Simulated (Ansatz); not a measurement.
Geometry optimisation, RHF/def2-SVP in Ansatz.

The input (input.yaml):

```yaml
crystal:
  periodic: [false, false, false]
  atoms:
    - { symbol: Ta, position_ang: [-0.639888, -0.497955, 0.362979] }
    - { symbol: Cl, position_ang: [2.910059, 0.39868, 0.035123] }
    - { symbol: Cl, position_ang: [-0.324329, 0.166628, 2.603453] }
    - { symbol: O, position_ang: [-0.289768, -1.036397, -1.372785] }
    - { symbol: H, position_ang: [0.142413, -1.135018, -2.206476] }
    - { symbol: Cl, position_ang: [-0.604078, 1.750298, -0.271927] }
    - { symbol: Cl, position_ang: [-2.822309, -1.165606, 0.507093] }
    - { symbol: S, position_ang: [0.816544, -2.367344, 1.114164] }
    - { symbol: H, position_ang: [0.927267, -3.014014, -0.050629] }
    - { symbol: H, position_ang: [2.810489, -0.746071, 0.695305] }
basis:
  gaussian: { orbitals: def2-SVP }
hamiltonian:
  xc: hf
relax:
  f_tol: 0.03
  max_steps: 50
output:
  orbitals: {}
```

Command:

```bash
$ ansatz run input.yaml --threads 4 --pin off --max-ram 5120MiB --backend cpu --events-out ev --progress --plain --runs-dir out
```

Q: Where does it end, and by what steps?

A: The run converged. The force dipped under the threshold on the way, but the program's further checks kept it going. After 31 steps the energy has fallen by 0.174 eV; Cl2 moved furthest, 1.25 Å.

```
step  energy less start (eV)  largest force component (eV/Å)  accepted
   0                  0.0000                           1.298       yes
   2                 -0.0818                           0.631       yes
   4                 -0.1396                           0.175       yes
   6                 -0.1628                           0.209       yes
   8                 -0.1634                           0.189       yes
  10                 -0.1660                           0.066       yes
  12                 -0.1667                           0.067       yes
  14                 -0.1672                           0.067       yes
  16                 -0.1680                           0.061       yes
  18                 -0.1687                           0.206       yes
  20                 -0.1695                           0.134       yes
  22                 -0.1702                           0.030       yes
  24                 -0.1711                           0.029       yes
  26                 -0.1720                           0.162       yes
  28                 -0.1730                           0.070       yes
  30                 -0.1738                           0.040       yes
  31                 -0.1742                           0.025       yes
```

```xyz
10
Properties=species:S:1:pos:R:3
Ta -0.913 -0.528 0.434
Cl 3.674 -0.315 -0.646
Cl -1.342 -0.108 2.722
O -0.355 -0.992 -1.270
H 0.041 -1.201 -2.100
Cl -0.356 1.703 0.108
Cl -3.091 -1.221 0.055
S 0.682 -2.090 1.333
H 1.191 -2.547 0.185
H 3.396 -0.347 0.596
```

Whether the end is a true minimum wasn't checked by a vibrational analysis.

Run time: 34 s on 4 threads of AMD EPYC 9R45 96-Core Processor (Zen 5), on a shared host, peak memory 0.54 GiB.
